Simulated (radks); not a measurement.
Initial-state core-level shifts of the copper ion Cu3+ when its valence configuration changes from [Ar] 3d8. All-electron calculation, non-relativistic Kohn-Sham, PBE, spin-unpolarised, spherical densities, point nucleus. Program: a radial shooting solver on a logarithmic mesh with Libxc functionals. Shifts are changes of the shell-averaged eigenvalues in eV (positive: less bound); the change of the density at the nucleus, which sets a Mossbauer isomer shift, is in e/bohr^3, on a base of 1.664e+04.

valence	1s	2s	3s	3p	density at nucleus
3d7.5 4p0.5	-5.537	-6.058	-5.154	-5.052	+1.420
3d6.5 4s1 4p0.5	-16.107	-17.839	-14.596	-14.292	+18.601
3d7 4s1	-10.035	-11.154	-9.145	-8.947	+16.086
3d7 4p1	-11.327	-12.420	-10.446	-10.239	+3.020
3d7.5 4s0.5	-4.873	-5.412	-4.486	-4.388	+7.636
3d6 4s2	-21.176	-23.578	-18.906	-18.505	+35.514
3d6.5 4s1.5	-15.473	-17.214	-13.958	-13.658	+25.369
3d5.5 4s2 4p0.5	-27.740	-30.837	-24.579	-24.075	+39.191
3d6 4p2	-23.609	-25.988	-21.356	-20.936	+6.754
